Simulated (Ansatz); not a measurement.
Input for Ansatz (development build ahead of 0.2.0):

```yaml
crystal:
  periodic: [false, false, false]
  atoms:
    - { symbol: Cu, position_ang: [0.0, 0.0, 0.0] }
basis:
  gaussian: { orbitals: cc-pVTZ }
magnetization:
  spin_polarized: true
  initial_magnetization: 1
hamiltonian:
  xc: hf
correlation:
  method: mp2
  frozen_orbitals: { Cu: 5 }
```

The input is written out in the form of the current development build from the run's settings.

The run gave:

```
Converged                       : yes
Reference energy                : -1638.96241 hartree
Correlation energy              : -0.89024 hartree
Total energy                    : -1639.85265 hartree
Spin squared of the determinant : 0.752
```
